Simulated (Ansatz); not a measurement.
Clusters of 7 atoms, capped: PBE-D4/def2-TZVP single points in Ansatz on relaxed structures, gas phase. Each cluster is the lowest isomer that a short search found in that spin, judged at the geometry's level, and lower ones may exist. Core potentials for Au, Pt, Sn, no spin–orbit coupling. HOMO and LUMO are taken over both spins. Binding counts from free atoms in the multiplicity of their measured ground term, without zero-point energy. Singlets are spin-restricted. The spins of the ions were chosen, not always searched. A dash marks a value that wasn't run or was left out as unsound. The structures are stationary points that may keep the symmetry of their start. Remarks come from the PBE and PBE0 runs and from stability tests at other levels; not every state was tested. HOMO above LUMO (over both spins in singlets and doublets, within one spin in higher multiplets; at PBE or PBE0), or a gap under 0.15 eV within one spin, warns that the state may not be the lowest or that an electron is smeared out.

```tsv
species	atoms	state	geometry	HOMO (eV)	LUMO (eV)	gap (eV)	vertical IE (eV)	binding per atom (eV)	lowest of the spins relaxed	point group (within 0.1 Å)	remarks
Cu3H4	7	doublet; oxidised ion singlet	PBE-D4/def2-SVP	-5.24	-4.57	0.67	8.09	1.99	doublet, of doublet/quartet	Cs	–
Mg3H4	7	singlet	r2SCAN-D4/def2-TZVP	-5.57	-2.70	2.87	7.96	1.50	singlet, of singlet/triplet/quintet	C2v	–
Si5H2	7	singlet	B3LYP-D4/def2-SVP	-5.64	-3.04	2.60	8.00	3.28	–	D3h	restricted SCF unstable in HF
B6H⁺	7	singlet	PBE0-D4/def2-SVP	-12.50	-11.02	1.48	–	–	–	Cs	restricted SCF unstable in HF
Si5Cl2	7	singlet	r2SCAN-D4/def2-SVP	-5.52	-3.99	1.53	7.69	3.35	–	–	restricted SCF unstable in HF
H4Au3	7	doublet; oxidised ion triplet	PBE-D4/def2-TZVP	-6.64	-6.29	0.35	9.39	1.97	–	–	–
```

Problem. Estimate the rows for Sn5H2 (singlet, PBE-D4/def2-SVP geometry); B4H3 (doublet; oxidised ion singlet, B3LYP-D4/def2-TZVP geometry); Pt3H4 (singlet, PBE0-D4/def2-TZVP geometry).

Solution. 
```
species  atoms                          state            geometry  HOMO (eV)  LUMO (eV)  gap (eV)  vertical IE (eV)  binding per atom (eV)          lowest of the spins relaxed  point group (within 0.1 Å)                                                    remarks
  Sn5H2      7                        singlet     PBE-D4/def2-SVP      -4.86      -2.93      1.93                 –                   2.44                                    –                          Cs                                                          –
   B4H3      7  doublet; oxidised ion singlet  B3LYP-D4/def2-TZVP      -6.32      -5.21      1.11                 –                   3.89                                    –                         C2v                 restricted SCF unstable in HF (+1 singlet)
  Pt3H4      7                        singlet   PBE0-D4/def2-TZVP      -5.40      -4.72      0.68              8.42                   2.76  singlet, of singlet/triplet/quintet                           –  gap within one spin near zero at PBE or PBE0 (+1 doublet)
```

The gap (eV) runs from 0.35 (H4Au3) to 2.87 (Mg3H4). The vertical IE (eV) runs from 7.69 (Si5Cl2) to 9.39 (H4Au3).
